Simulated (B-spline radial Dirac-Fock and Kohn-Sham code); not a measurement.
## Internal conversion coefficients of Pd at 524 keV

Z = 46 (palladium), transition energy 524 keV. Calculated with an atomic code on a B-spline grid, using a Dirac-Hartree-Slater potential of the neutral atom with a Latter tail (no hole, which puts coefficients of high multipoles low close above an edge), finite nucleus with surface currents. Subshells that would emit electrons below 1 keV are left out.

Input of the calculation (task.json; shells as n, l, electrons):

```json
{"items": [{
  "Z": 46,
  "q": 0,
  "cfg": [[1, 0, 2], [2, 0, 2], [2, 1, 6], [3, 0, 2], [3, 1, 6], [3, 2, 10], [4, 0, 2], [4, 1, 6], [4, 2, 10]],
  "A": 106,
  "rrms": 4.5318,
  "do": "conversion",
  "gamma": [524.0],
  "edges": {"K": 24350.0, "L1": 3604.0, "L2": 3330.0, "L3": 3173.0, "M1": 671.6, "M2": 559.9, "M3": 532.3, "M4": 340.5, "M5": 335.2, "N1": 87.1}
}]}
```

Command: `python xray2_run.py task.json out`

```
subshell  electron energy (keV)        E1        E5        M1        M4        M5
       K                 499.65   0.00150    0.0830   0.00438     0.106     0.288
      L1                 520.40  0.000162   0.00936  0.000493    0.0138    0.0394
      L2                 520.67  4.66e-06   0.00835  1.65e-05   0.00170   0.00641
      L3                 520.83  6.91e-06   0.00354  5.60e-06   0.00163   0.00843
      M1                 523.33  3.03e-05   0.00177  9.29e-05   0.00264   0.00762
      M2                 523.44  9.36e-07   0.00170  3.34e-06  0.000346   0.00131
      M3                 523.47  1.39e-06  0.000724  1.13e-06  0.000338   0.00176
      M4                 523.66  3.53e-09  1.06e-05  3.37e-09  2.33e-06  1.55e-05
      M5                 523.66  5.92e-09  4.92e-06  4.40e-09  6.75e-07  6.88e-06
      N1                 523.91  5.66e-06  0.000331  1.74e-05  0.000497   0.00143
      N2                 523.94  1.56e-07  0.000285  5.56e-07  5.77e-05  0.000219
      N3                 523.95  2.30e-07  0.000120  1.86e-07  5.60e-05  0.000291
      N4                 523.99  3.51e-10  1.06e-06  3.35e-10  2.32e-07  1.54e-06
      N5                 523.99  5.74e-10  4.79e-07  4.28e-10  6.57e-08  6.71e-07
   total                          0.00171     0.109   0.00501     0.127     0.355
```

**Question.** For a pure M4 transition, what fraction of decays emits a photon?

**Answer.** 1/(1 + α) = 0.887 with the total α = 0.127.
